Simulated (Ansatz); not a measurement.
Mulliken charges of CH$_{4}$F$_{2}$OSeTi (`C[Se][Ti]([OH])([F])[F]`) from r2SCAN/def2-TZVPP in Ansatz (PBE0-D4/def2-TZVP geometry).

| atom | x (Å) | y (Å) | z (Å) | charge (e) |
| --- | --- | --- | --- | --- |
| C1 | 0.705 | -1.852 | 0.004 | -0.236 |
| Se2 | 0.332 | -0.516 | -1.391 | -0.089 |
| Ti3 | -0.349 | 1.154 | 0.193 | 0.975 |
| O4 | -0.793 | 2.555 | -0.780 | -0.457 |
| F5 | -1.680 | 0.485 | 1.126 | -0.366 |
| F6 | 0.999 | 1.474 | 1.278 | -0.365 |
| H7 | -0.205 | -2.085 | 0.552 | 0.109 |
| H8 | 1.479 | -1.486 | 0.676 | 0.109 |
| H9 | 1.061 | -2.743 | -0.510 | 0.105 |
| H10 | -1.548 | 3.015 | -1.149 | 0.214 |

Problem. By hand: the dipole of these point charges (1 e Å = 4.8032 D).

Solution. Σ q r = (-0.005, -0.307, -0.377) e Å, of length 0.486 e Å = 2.33 D.

Problem. How does the dipole of the full density compare? (Best estimate.)

Solution. Ansatz gave: (-0.219, 0.003, -0.142) e Å, 1.25 D; the point charges give 1.86 times that, at 65° from its direction.

Point charges leave out the atoms' own dipoles, such as those of lone pairs, and Mulliken's split depends on the basis, so the two needn't agree.
